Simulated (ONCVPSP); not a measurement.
# Which change was made? (Sr, ONCV)

Sr, optimised norm-conserving Vanderbilt (ONCV), made with ONCVPSP 4.0.1 (PBE, scalar-relativistic). Core [Ar] 3d10, reference 4s2 4p6 5s1.75 5p0.25. Waves: 4s+5s: rc 2.00 bohr, ncon 4, nbas 8, qcut 6.6 1/bohr, 2 projectors; 4p+5p: rc 2.25 bohr, ncon 4, nbas 8, qcut 5.4 1/bohr, 3 projectors, debl 0.5 Ha; d scattering state at 0.18 Ha: rc 1.95 bohr, ncon 4, nbas 7, qcut 5.1 1/bohr, local; f scattering state at 0.4 Ha: rc 1.95 bohr, ncon 3, nbas 6, qcut 6.6 1/bohr, 3 projectors, debl 3.2 Ha. Local part: the d channel. Core correction: none.

In the d channel the program set the typed energies aside and used 0.050 Ha.

Cutoffs, loose and tight: the cutoffs (Ha) at which the residual kinetic energy of the hardest occupied pseudo-wave falls to 1 and 0.1 mHa per electron. They do not see the model core or the augmentation charge, which bear on the density cutoff. Test errors are all-electron minus pseudo excitation energies from the reference, over the configurations 4s2 4p6 5s2 5p0; 4s2 4p6 5s1 5p0; 4s2 4p6 5s0 5p0; 4s1 4p6 5s2 5p0; variants that change the core or the reference have their own tests.

The base gives: outcome: generated, projector energies reset by the program; cutoff, loose: 14 Ha; cutoff, tight: 17 Ha; bound ghosts: s; GHOST(+) flags above zero: none; largest test error (meV): -38.

(1) After one change the result is: outcome: generated, projector energies reset by the program; cutoff, loose: 14 Ha; cutoff, tight: 17 Ha; bound ghosts: s; GHOST(+) flags above zero: none; largest test error (meV): -29. Which change was it?
A. reference 4s2 4p6 5s1.5 5p0.5
B. fully relativistic
C. s: qcut 8.5
D. s: qcut 5

Results:

(1) B. The others give: s: qcut 5 → outcome: generated, projector energies reset by the program; cutoff, loose: 10 Ha; cutoff, tight: 13 Ha; bound ghosts: none; GHOST(+) flags above zero: s; largest test error (meV): -80 | s: qcut 8.5 → outcome: generated, projector energies reset by the program; cutoff, loose: 19 Ha; cutoff, tight: 23 Ha; bound ghosts: none; GHOST(+) flags above zero: none; largest test error (meV): +6.4 | reference 4s2 4p6 5s1.5 5p0.5 → outcome: generated, projector energies reset by the program; cutoff, loose: 14 Ha; cutoff, tight: 17 Ha; bound ghosts: s; GHOST(+) flags above zero: none; largest test error (meV): -1.2.
